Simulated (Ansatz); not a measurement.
Ansatz (a first-principles code) input file for C2H6Cl2Sn, SMILES [CH3][Sn]([CH3])([Cl])[Cl], PBE-D3(BJ)/def2-SVP. 

Ansatz 0.2 input:
```yaml
crystal:
  periodic: [false, false, false]
  atoms:
    - {symbol: C, position_ang: [1.74624599, -1.48405397, 0.19446277]}
    - {symbol: Sn, position_ang: [-0.01733960, -0.27567682, -0.03753936]}
    - {symbol: C, position_ang: [-1.91240873, -1.15149091, -0.55360261]}
    - {symbol: Cl, position_ang: [0.46940228, 1.35883135, -1.69013192]}
    - {symbol: Cl, position_ang: [-0.32671758, 0.90646893, 1.99877588]}
    - {symbol: H, position_ang: [1.55936928, -2.26229061, 0.94753519]}
    - {symbol: H, position_ang: [2.56595540, -0.83297356, 0.52602557]}
    - {symbol: H, position_ang: [2.00066120, -1.94379009, -0.77063847]}
    - {symbol: H, position_ang: [-2.62353324, -0.33774564, -0.74862203]}
    - {symbol: H, position_ang: [-2.26758768, -1.76613234, 0.28518747]}
    - {symbol: H, position_ang: [-1.79654811, -1.77006190, -1.45462850]}
basis:
  gaussian:
    orbitals: def2-SVP
hamiltonian:
  xc: pbe
  dispersion: d3bj
relax: {f_tol: 0.002, max_steps: 200}
```

Program output:

```
WARN ansatz: RAYON_NUM_THREADS=1 ignored (pool sized by the plan → 1); use --threads N
Functional definition: PBE
integrals: 0.07 GiB planned
1345 factors; their error is unknown
mean field: 0.36 GiB planned
mean field evaluation 1: about -33014.4210 eV, gradient 7.4e1 eV
mean field evaluation 2: about -32992.9005 eV, gradient 1.1e2 eV
mean field evaluation 4: about -33028.2159 eV, gradient 7.2e0 eV
mean field evaluation 8: about -33028.3645 eV, gradient 2.8e-1 eV
mean field evaluation 16: about -33028.3162 eV, gradient 3.1e-4 eV
mean field -33028.31617409 eV, -1213.7682320012 hartree, gradient 5.0e-5 eV, S^2 0.000000; 0 other end points of the search recorded, 0 dependent functions left out
the calculation of the forces begins
reference -33028.31621542 eV, -1213.7682335198 hartree; 37, 37 occupied and 83, 83 virtual orbitals, 1345 factors
relax step   1: F+E_penalty+E_count = -33028.59576299 eV  Δ(F+E_penalty+E_count) = +0.000e0 eV  max|allowed force component| = 2.218e-1 eV/Å  Δτ_max = 0.0000 Å  (27 SCF iters, accepted)
these checks for a lower state are left out or cut short: starts, cluster_reference, orbital_swaps, neighbouring_geometries, increment
integrals: 0.07 GiB planned
1345 factors; their error is unknown
mean field: 0.36 GiB planned
mean field -33028.32249551 eV, -1213.7684643088 hartree, gradient 2.2e-5 eV, S^2 0.000000; 0 other end points of the search recorded, 0 dependent functions left out
the calculation of the forces begins
reference -33028.32253685 eV, -1213.7684658281 hartree; 37, 37 occupied and 83, 83 virtual orbitals, 1345 factors
relax step   2: F+E_penalty+E_count = -33028.60130197 eV  Δ(F+E_penalty+E_count) = -5.539e-3 eV  max|allowed force component| = 5.544e-2 eV/Å  Δτ_max = 0.0078 Å  (28 SCF iters, accepted)
these checks for a lower state are left out or cut short: starts, cluster_reference, orbital_swaps, neighbouring_geometries, increment
integrals: 0.07 GiB planned
1345 factors; their error is unknown
mean field: 0.36 GiB planned
mean field -33028.32279462 eV, -1213.7684753010 hartree, gradient 1.2e-5 eV, S^2 0.000000; 0 other end points of the search recorded, 0 dependent functions left out
the calculation of the forces begins
reference -33028.32283595 eV, -1213.7684768200 hartree; 37, 37 occupied and 83, 83 virtual orbitals, 1345 factors
relax step   3: F+E_penalty+E_count = -33028.60168696 eV  Δ(F+E_penalty+E_count) = -3.850e-4 eV  max|allowed force component| = 6.687e-3 eV/Å  Δτ_max = 0.0032 Å  (22 SCF iters, accepted)
these checks for a lower state are left out or cut short: starts, cluster_reference, orbital_swaps, neighbouring_geometries, increment
integrals: 0.07 GiB planned
1345 factors; their error is unknown
mean field: 0.36 GiB planned
mean field evaluation 32: about -33028.3682 eV, gradient 1.6e-1 eV
mean field -33028.32284197 eV, -1213.7684770413 hartree, gradient 2.0e-5 eV, S^2 0.000000; 0 other end points of the search recorded, 0 dependent functions left out
the calculation of the forces begins
reference -33028.32288331 eV, -1213.7684785604 hartree; 37, 37 occupied and 83, 83 virtual orbitals, 1345 factors
relax step   4: F+E_penalty+E_count = -33028.60169161 eV  Δ(F+E_penalty+E_count) = -4.658e-6 eV  max|allowed force component| = 3.777e-3 eV/Å  Δτ_max = 0.0017 Å  (21 SCF iters, accepted)
these checks for a lower state are left out or cut short: starts, cluster_reference, orbital_swaps, neighbouring_geometries, increment
integrals: 0.07 GiB planned
1345 factors; their error is unknown
mean field: 0.36 GiB planned
mean field -33028.32284399 eV, -1213.7684771152 hartree, gradient 2.2e-5 eV, S^2 0.000000; 0 other end points of the search recorded, 0 dependent functions left out
the calculation of the forces begins
reference -33028.32288533 eV, -1213.7684786344 hartree; 37, 37 occupied and 83, 83 virtual orbitals, 1345 factors
relax step   5: F+E_penalty+E_count = -33028.60169418 eV  Δ(F+E_penalty+E_count) = -2.567e-6 eV  max|allowed force component| = 6.226e-4 eV/Å  Δτ_max = 0.0011 Å  (20 SCF iters, accepted)
integrals: 0.07 GiB planned
1345 factors; their error is unknown
mean field: 0.36 GiB planned
mean field -33028.32284399 eV, -1213.7684771152 hartree, gradient 2.2e-5 eV, S^2 0.000000; 1 other end points of the search recorded, 0 dependent functions left out
the calculation of the forces begins
reference -33028.32288533 eV, -1213.7684786344 hartree; 37, 37 occupied and 83, 83 virtual orbitals, 1345 factors
Total energy: -33028.60173552 eV, -1213.7787261900 hartree
Atom 0 at     1.750278    -1.484553     0.194647 Å, force     0.000304    -0.000269    -0.000125 eV/Å
Atom 1 at    -0.017329    -0.274687    -0.037350 Å, force     0.000140     0.000380     0.000024 eV/Å
Atom 2 at    -1.916480    -1.151499    -0.553907 Å, force    -0.000424    -0.000167     0.000036 eV/Å
Atom 3 at     0.470223     1.360380    -1.695751 Å, force    -0.000254    -0.000389     0.000433 eV/Å
Atom 4 at    -0.327487     0.906279     2.004885 Å, force     0.000168    -0.000343    -0.000542 eV/Å
Atom 5 at     1.559130    -2.269746     0.950184 Å, force    -0.000160     0.000044    -0.000074 eV/Å
Atom 6 at     2.573336    -0.828295     0.532195 Å, force    -0.000623     0.000169     0.000071 eV/Å
Atom 7 at     2.006880    -1.942864    -0.778917 Å, force    -0.000209     0.000256     0.000034 eV/Å
Atom 8 at    -2.629633    -0.330923    -0.754197 Å, force     0.000589     0.000031    -0.000048 eV/Å
Atom 9 at    -2.274375    -1.765830     0.293505 Å, force     0.000215     0.000267     0.000059 eV/Å
Atom 10 at    -1.797045    -1.777178    -1.458469 Å, force     0.000253     0.000021     0.000131 eV/Å
Dipole moment:    -0.048965    -0.779684    -0.106382 e Å
```

The run converged.
